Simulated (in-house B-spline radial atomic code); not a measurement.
## BP86 excitations of C⁴⁺

Method: BP86. Computed with an all-electron radial atomic-structure program (B-spline basis): linear response of the closed shell 1s2 with the functional's adiabatic kernel; scalar-relativistic (spin-free one-electron X2C), finite nucleus, no spin-orbit coupling, no double excitations, S, P, D and F terms only.

Command:
```bash
python run_td.py task.json out
```
Settings (radii: box in bohr, nucleus in fm):
```
Z                        6
electrons                2
configuration            1s2
hamiltonian              x2c
method                   b88,p86
box_radius               19.1
rms_radius               2.4702
intervals                74
```

Run time, properties included: 0.3 s on 1 thread of Arm Neoverse N1, with other jobs on the host.

The lowest states, in the order of their Tamm-Dancoff energies; the method's threshold (minus the highest occupied level) is 358.13 eV. Labels give the largest channel, * marks a mixed state, and oscillator strengths are full-response dipole values. Semilocal kernels can invert the small singlet-triplet splittings of Rydberg terms. Energies in eV:

```json
{"state": "1s → 2s 3S", "full response": "287.01", "Tamm-Dancoff": "287.03", "oscillator strength": "-"}
{"state": "1s → 2s 1S", "full response": "291.60", "Tamm-Dancoff": "291.68", "oscillator strength": "-"}
{"state": "1s → 2p 3P", "full response": "293.27", "Tamm-Dancoff": "293.29", "oscillator strength": "-"}
{"state": "1s → 2p 1P", "full response": "296.03", "Tamm-Dancoff": "296.05", "oscillator strength": "0.539"}
{"state": "1s → 3s 3S", "full response": "?", "Tamm-Dancoff": "?", "oscillator strength": "-"}
{"state": "1s → 3s 1S", "full response": "330.77", "Tamm-Dancoff": "330.80", "oscillator strength": "-"}
{"state": "1s → 3p 3P", "full response": "331.35", "Tamm-Dancoff": "331.35", "oscillator strength": "-"}
{"state": "1s → 3p 1P", "full response": "332.08", "Tamm-Dancoff": "332.08", "oscillator strength": "0.119"}
{"state": "1s → 3d 1D", "full response": "332.63", "Tamm-Dancoff": "332.63", "oscillator strength": "-"}
{"state": "1s → 3d 3D", "full response": "332.66", "Tamm-Dancoff": "332.66", "oscillator strength": "-"}
{"state": "1s → 4s 3S", "full response": "342.80", "Tamm-Dancoff": "342.80", "oscillator strength": "-"}
{"state": "1s → 4s 1S", "full response": "343.23", "Tamm-Dancoff": "343.24", "oscillator strength": "-"}
{"state": "1s → 4p 3P", "full response": "343.50", "Tamm-Dancoff": "343.50", "oscillator strength": "-"}
{"state": "1s → 4p 1P", "full response": "343.78", "Tamm-Dancoff": "343.78", "oscillator strength": "0.0434"}
{"state": "1s → 4d 1D", "full response": "344.07", "Tamm-Dancoff": "344.07", "oscillator strength": "-"}
{"state": "1s → 4d 3D", "full response": "344.08", "Tamm-Dancoff": "344.08", "oscillator strength": "-"}
{"state": "1s → 4f 1F", "full response": "?", "Tamm-Dancoff": "?", "oscillator strength": "-"}
{"state": "1s → 4f 3F", "full response": "344.41", "Tamm-Dancoff": "344.41", "oscillator strength": "-"}
```

(1) Where does 1s → 3s 3S lie?

(2) Where does 1s → 4f 1F lie?

(3) How large is the singlet-triplet splitting of 1s → 2s (S terms) in Tamm-Dancoff?

(4) What polarisabilities and dispersion coefficient does the method give?

Results:

(1) At 329.63 eV in full response, 329.63 eV in Tamm-Dancoff.

(2) At 344.41 eV in full response, 344.41 eV in Tamm-Dancoff.

(3) 4.65 eV, from the unrounded values.

(4) Dipole 0.009221 bohr³, quadrupole 0.001111 bohr⁵, C6 0.0008341 hartree·bohr⁶ for two such species.
